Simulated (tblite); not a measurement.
Record of a relaxation.

Species: C6H8FGeN.
Atom-mapped SMILES: `[N:1]#[C:2][C@@H:3]1[CH2:4][C:5]([CH2:6][F:7])=[CH:8][GeH2:9]1` (hydrogens: H10 on C3; H11, H12 on C4; H13, H14 on C6; H15 on C8; H16, H17 on Ge9)

Computed with GFN2-xTB (tblite), gas phase: L-BFGS steps from a force-field or distance-geometry start until the largest atomic force falls under 0.01 eV/Å. 10 of its 77 geometries are shown.

Step 0: E = -718.4275 eV, largest atomic force 5.031 eV/Å
```
atom  x, y, z in Å  |  force x, y, z in eV/Å
N1     -1.315    2.844    0.475   -0.047   1.291  -0.386
C2     -1.284    1.738    0.719    0.074  -2.096   0.984
C3     -1.212    0.327    1.057   -1.678   0.029  -1.031
C4      0.175   -0.203    1.014    2.065   0.805   4.516
C5      0.773   -0.257   -0.282    1.639  -0.413  -2.746
C6      2.264   -0.053   -0.522   -0.438  -0.156   1.716
F7      2.589   -0.137   -1.847    0.048   0.264   0.694
C8     -0.017   -0.477   -1.315   -1.436  -0.336  -0.604
Ge9    -1.807   -0.673   -0.554   -0.610   0.152  -1.186
H10    -1.811    0.037    1.929    0.423   0.498   0.056
H11     0.784    0.518    1.643   -0.013  -0.554  -0.222
H12     0.259   -1.163    1.607   -0.175   0.520  -0.769
H13     2.482    0.931   -0.043    0.388  -0.233  -0.867
H14     2.840   -0.819    0.067   -0.204   0.363  -0.671
H15     0.233   -0.544   -2.367    0.274   0.062   0.403
H16    -2.878    0.077   -1.333   -0.067  -0.381   0.103
H17    -2.082   -2.135   -0.256   -0.242   0.185   0.009
```

Step 8: E = -719.0727 eV, largest atomic force 0.268 eV/Å
```
atom  x, y, z in Å  |  force x, y, z in eV/Å
N1     -1.315    2.800    0.492   -0.047   0.262  -0.031
C2     -1.298    1.687    0.751    0.046  -0.033  -0.029
C3     -1.229    0.288    1.018   -0.073  -0.025  -0.052
C4      0.236   -0.152    1.096    0.098  -0.063  -0.183
C5      0.777   -0.262   -0.311    0.183   0.102   0.087
C6      2.248   -0.055   -0.472    0.128   0.055  -0.136
F7      2.628   -0.104   -1.789   -0.003  -0.078  -0.021
C8     -0.057   -0.501   -1.317   -0.089   0.010  -0.102
Ge9    -1.858   -0.668   -0.633   -0.051   0.116   0.003
H10    -1.773    0.091    1.936   -0.065  -0.122   0.175
H11     0.848    0.527    1.694   -0.031   0.056   0.007
H12     0.271   -1.135    1.565    0.085  -0.151   0.082
H13     2.534    0.940   -0.115    0.040   0.034   0.114
H14     2.834   -0.825    0.049   -0.060   0.044   0.045
H15     0.272   -0.555   -2.341    0.056  -0.076   0.059
H16    -2.968    0.035   -1.364   -0.003  -0.160   0.046
H17    -2.159   -2.101   -0.270   -0.214   0.028  -0.064
```

Step 17: E = -719.1036 eV, largest atomic force 0.071 eV/Å
```
atom  x, y, z in Å  |  force x, y, z in eV/Å
N1     -1.330    2.806    0.503   -0.012   0.014   0.029
C2     -1.295    1.692    0.760   -0.018   0.000  -0.007
C3     -1.224    0.287    1.023   -0.035  -0.026  -0.010
C4      0.247   -0.149    1.090    0.039   0.015  -0.038
C5      0.788   -0.239   -0.316    0.023  -0.006  -0.030
C6      2.262   -0.040   -0.477    0.038   0.003  -0.007
F7      2.650   -0.117   -1.788    0.001  -0.016  -0.014
C8     -0.051   -0.499   -1.316   -0.014  -0.033  -0.001
Ge9    -1.862   -0.657   -0.633   -0.041  -0.022  -0.040
H10    -1.758    0.070    1.947   -0.023  -0.033   0.041
H11     0.841    0.538    1.695    0.043   0.053   0.019
H12     0.310   -1.139    1.554    0.001   0.002   0.005
H13     2.566    0.948   -0.112   -0.014   0.034   0.002
H14     2.825   -0.812    0.063    0.004  -0.022   0.039
H15     0.291   -0.589   -2.333   -0.020  -0.015   0.007
H16    -3.000   -0.011   -1.368    0.045   0.048   0.001
H17    -2.266   -2.075   -0.301   -0.015   0.002   0.003
```

Step 25: E = -719.1143 eV, largest atomic force 0.102 eV/Å
```
atom  x, y, z in Å  |  force x, y, z in eV/Å
N1     -1.364    2.800    0.560   -0.056  -0.021   0.003
C2     -1.333    1.677    0.783    0.048   0.001   0.068
C3     -1.225    0.270    1.025   -0.005  -0.035  -0.039
C4      0.261   -0.121    1.079    0.037  -0.047  -0.077
C5      0.795   -0.239   -0.330    0.017   0.053  -0.031
C6      2.272   -0.035   -0.480    0.000  -0.026   0.009
F7      2.687   -0.155   -1.781   -0.051   0.016   0.043
C8     -0.049   -0.537   -1.314    0.000  -0.011  -0.016
Ge9    -1.865   -0.669   -0.638   -0.037   0.095   0.009
H10    -1.746    0.016    1.949   -0.004   0.029   0.005
H11     0.851    0.589    1.665   -0.041   0.006  -0.020
H12     0.351   -1.105    1.549    0.015  -0.008   0.097
H13     2.569    0.964   -0.132   -0.042  -0.016  -0.072
H14     2.823   -0.790    0.097    0.011  -0.011   0.013
H15     0.271   -0.647   -2.336    0.060  -0.027   0.020
H16    -2.949    0.058   -1.381    0.028  -0.008   0.006
H17    -2.356   -2.063   -0.322    0.021   0.010  -0.017
```

Step 34: E = -719.1280 eV, largest atomic force 0.084 eV/Å
```
atom  x, y, z in Å  |  force x, y, z in eV/Å
N1     -1.464    2.778    0.661    0.003   0.029   0.011
C2     -1.364    1.653    0.847   -0.076   0.002   0.007
C3     -1.217    0.241    1.031   -0.016  -0.006  -0.043
C4      0.280   -0.102    1.067    0.034  -0.001  -0.042
C5      0.801   -0.264   -0.340    0.006   0.078  -0.018
C6      2.274   -0.044   -0.489    0.001  -0.019   0.001
F7      2.708   -0.224   -1.775   -0.035  -0.049   0.023
C8     -0.038   -0.590   -1.319   -0.011  -0.025   0.029
Ge9    -1.865   -0.645   -0.660   -0.027   0.046   0.013
H10    -1.725   -0.050    1.952   -0.004  -0.016  -0.023
H11     0.841    0.670    1.599    0.039   0.000   0.018
H12     0.430   -1.047    1.597   -0.017  -0.010   0.040
H13     2.540    0.983   -0.204   -0.012  -0.039  -0.011
H14     2.825   -0.753    0.144    0.075   0.018  -0.032
H15     0.295   -0.752   -2.331    0.013   0.030   0.041
H16    -2.880    0.168   -1.412    0.018  -0.036   0.018
H17    -2.447   -2.009   -0.376    0.010  -0.002  -0.031
```

Step 42: E = -719.1347 eV, largest atomic force 0.073 eV/Å
```
atom  x, y, z in Å  |  force x, y, z in eV/Å
N1     -1.536    2.772    0.736   -0.014   0.002   0.021
C2     -1.409    1.645    0.890   -0.005   0.015  -0.003
C3     -1.216    0.234    1.032   -0.019  -0.021  -0.015
C4      0.289   -0.077    1.067    0.035  -0.012  -0.023
C5      0.809   -0.277   -0.333    0.028   0.037   0.006
C6      2.283   -0.061   -0.498   -0.009  -0.004  -0.006
F7      2.701   -0.300   -1.780   -0.004  -0.001   0.026
C8     -0.030   -0.616   -1.308    0.037  -0.004   0.000
Ge9    -1.864   -0.628   -0.671    0.008   0.054  -0.020
H10    -1.718   -0.103    1.938   -0.025   0.007   0.031
H11     0.848    0.717    1.569   -0.014   0.047   0.021
H12     0.461   -0.999    1.630   -0.023  -0.036   0.026
H13     2.531    0.984   -0.264    0.032  -0.045  -0.048
H14     2.863   -0.725    0.157   -0.031   0.008  -0.015
H15     0.317   -0.798   -2.310   -0.018   0.011  -0.016
H16    -2.844    0.219   -1.430    0.017  -0.013   0.007
H17    -2.494   -1.976   -0.434    0.005  -0.045   0.010
```

Step 51: E = -719.1384 eV, largest atomic force 0.057 eV/Å
```
atom  x, y, z in Å  |  force x, y, z in eV/Å
N1     -1.580    2.772    0.785   -0.006  -0.036   0.010
C2     -1.434    1.643    0.912    0.002   0.039  -0.005
C3     -1.220    0.233    1.032   -0.009   0.001  -0.008
C4      0.290   -0.063    1.072    0.023   0.000  -0.033
C5      0.817   -0.269   -0.328    0.005   0.021  -0.006
C6      2.292   -0.070   -0.509   -0.007  -0.009   0.010
F7      2.695   -0.357   -1.787   -0.008  -0.004   0.042
C8     -0.020   -0.615   -1.303   -0.004   0.020   0.001
Ge9    -1.856   -0.624   -0.677   -0.019   0.044  -0.031
H10    -1.724   -0.116    1.935    0.001  -0.014   0.013
H11     0.832    0.745    1.571    0.011   0.004  -0.011
H12     0.464   -0.978    1.646    0.012   0.006  -0.017
H13     2.566    0.977   -0.316   -0.017  -0.042  -0.007
H14     2.868   -0.723    0.161   -0.016   0.007  -0.003
H15     0.324   -0.799   -2.307    0.006   0.009   0.017
H16    -2.827    0.230   -1.440    0.018  -0.015   0.009
H17    -2.492   -1.972   -0.459    0.009  -0.032   0.020
```

Step 59: E = -719.1408 eV, largest atomic force 0.047 eV/Å
```
atom  x, y, z in Å  |  force x, y, z in eV/Å
N1     -1.639    2.763    0.849    0.000   0.022  -0.009
C2     -1.463    1.637    0.943   -0.024  -0.013   0.022
C3     -1.221    0.229    1.034   -0.003  -0.003  -0.015
C4      0.294   -0.038    1.064    0.017  -0.010  -0.034
C5      0.817   -0.254   -0.333    0.019  -0.026  -0.011
C6      2.295   -0.087   -0.513    0.008   0.008   0.006
F7      2.697   -0.432   -1.776    0.014  -0.008   0.019
C8     -0.018   -0.604   -1.306    0.003  -0.014  -0.010
Ge9    -1.853   -0.614   -0.686   -0.008   0.046  -0.004
H10    -1.714   -0.147    1.932   -0.001  -0.005   0.002
H11     0.826    0.786    1.549    0.008  -0.002  -0.001
H12     0.495   -0.945    1.642   -0.007   0.015   0.031
H13     2.584    0.961   -0.362    0.008   0.007   0.006
H14     2.856   -0.721    0.186   -0.008  -0.003   0.000
H15     0.337   -0.808   -2.302   -0.020   0.013  -0.024
H16    -2.808    0.250   -1.457   -0.014  -0.015   0.018
H17    -2.493   -1.962   -0.473    0.008  -0.012   0.003
```

Step 68: E = -719.1434 eV, largest atomic force 0.029 eV/Å
```
atom  x, y, z in Å  |  force x, y, z in eV/Å
N1     -1.690    2.761    0.895    0.004  -0.019   0.015
C2     -1.491    1.636    0.976   -0.001  -0.003  -0.020
C3     -1.221    0.232    1.032    0.012  -0.009  -0.011
C4      0.299   -0.018    1.052    0.014   0.000  -0.012
C5      0.820   -0.249   -0.344    0.006  -0.013  -0.003
C6      2.302   -0.108   -0.510    0.005  -0.001   0.003
F7      2.720   -0.502   -1.754   -0.002  -0.004   0.003
C8     -0.018   -0.586   -1.321   -0.009   0.001   0.001
Ge9    -1.852   -0.597   -0.695   -0.009   0.025  -0.002
H10    -1.700   -0.177    1.924   -0.011   0.017  -0.006
H11     0.829    0.817    1.518   -0.011   0.019  -0.004
H12     0.513   -0.910    1.648   -0.004  -0.002  -0.003
H13     2.607    0.940   -0.391   -0.002   0.002   0.008
H14     2.840   -0.727    0.218    0.009  -0.002   0.004
H15     0.332   -0.790   -2.319   -0.002   0.008   0.004
H16    -2.829    0.247   -1.461    0.008  -0.008   0.027
H17    -2.467   -1.957   -0.478   -0.005  -0.012  -0.003
```

Step 76: E = -719.1440 eV, largest atomic force 0.009 eV/Å
```
atom  x, y, z in Å  |  force x, y, z in eV/Å
N1     -1.716    2.754    0.927    0.002   0.007  -0.002
C2     -1.503    1.631    0.986    0.003  -0.004  -0.002
C3     -1.219    0.229    1.029   -0.006  -0.006  -0.003
C4      0.303   -0.009    1.046   -0.002   0.003  -0.006
C5      0.823   -0.252   -0.348   -0.002   0.003  -0.002
C6      2.307   -0.117   -0.510   -0.004  -0.001   0.000
F7      2.728   -0.534   -1.744   -0.001   0.002  -0.003
C8     -0.017   -0.584   -1.325   -0.001  -0.004   0.000
Ge9    -1.851   -0.592   -0.700   -0.001   0.004  -0.001
H10    -1.698   -0.187    1.918    0.000  -0.005   0.007
H11     0.824    0.840    1.499    0.004   0.005   0.002
H12     0.527   -0.890    1.654   -0.001   0.003   0.003
H13     2.611    0.933   -0.407    0.003  -0.003   0.000
H14     2.842   -0.724    0.231   -0.001  -0.002   0.002
H15     0.332   -0.792   -2.322    0.006   0.001   0.000
H16    -2.829    0.260   -1.454    0.001  -0.001   0.008
H17    -2.471   -1.952   -0.490    0.001  -0.003  -0.005
```

Question: Summarise the path.

Answer: The energy falls by 0.7165 eV from step 0 to step 76; nine tenths of that is first reached at step 8. It rises by more than 0.2 meV at step 2. The largest force goes from 5.031 to 0.009 eV/Å. Among the bonds C4–C5 changes most, from 1.429 to 1.508 Å; the atoms move by 0.316 Å rms after alignment.

What follows is the cost of the whole relaxation. Time: 0.96 s. Hardware: an Arm Neoverse N1 with one thread, no GPU, shared host with 64 logical CPUs at a one-minute load of 60.
